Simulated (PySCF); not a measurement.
Correlation energy of Mn²⁺ (manganese, charge +2)

[Ar] 3d4 4p1, one real determinant (an excited configuration). All numbers are calculated (PySCF 2.14, scalar relativity by spin-free X2C-1e, in ANO-RCC-VTZP (6s5p3d2f1g, 59 functions)). Frozen: [Ar]; 5 electrons correlated.

| level | correlation energy (mhartree) |
| --- | --- |
| CCSD | -54.37 |
| (T) | -0.49 |
| CCSD(T) | -54.86 |

Diagnostics: T1 = 0.0051, D1 = 0.0129, largest double amplitude 0.042.

Task: Is a single reference adequate?

Result: Yes: T1 lies below 0.03 and no double amplitude reaches 0.07.

The reference is one real determinant that mixes LS terms of this configuration.
